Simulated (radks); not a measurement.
Valence configurations of neutral chromium (all share [Ar]). Calculated with a radial shooting solver on a logarithmic mesh with Libxc functionals: scalar-relativistic Kohn-Sham, SCAN, spin-polarised, spherical densities, finite nucleus; open shells are filled with parallel spins first; meta-GGA in the generalised Kohn-Sham scheme; Fermi nuclear charge, rms radius 3.6452 fm. Energies are relative to 3d5 4s1; eigenvalues in eV for spin up.

| valence | E (eV) | moment (Bohr magnetons) | e(3d) | e(4p) | e(4s) |
|---|---|---|---|---|---|
| 3d5 4s1 | 0.000 | 6 | -3.897 | - | -4.941 |
| 3d4.5 4s1.5 | 1.157 | 5 | -5.646 | - | -5.330 |
| 3d5 4s0.5 4p0.5 | 1.888 | 6 | -4.598 | -1.595 | -5.258 |
| 3d5 4p1 | 3.668 | 6 | -5.267 | -1.943 | - |
| 3d4 4s1 4p1 | 4.351 | 6 | -8.666 | -2.519 | -6.716 |
| 3d6 | 5.298 | 4 | -4.377 | - | - |
| 3d3 4s1 4p2 | 12.529 | 6 | -14.129 | -3.816 | -8.733 |
| 3d1 4s1 4p4 | 46.430 | 4 | -27.396 | -6.318 | -12.561 |

NIST lists [Ar] 3d5 4s1 as the ground configuration; this level of theory agrees among the configurations tried. The energies are those of spherical high-spin densities, not of single terms. No valid solution was reached for [Ar] 3d5.5 4p0.5; [Ar] 3d4 4s2.
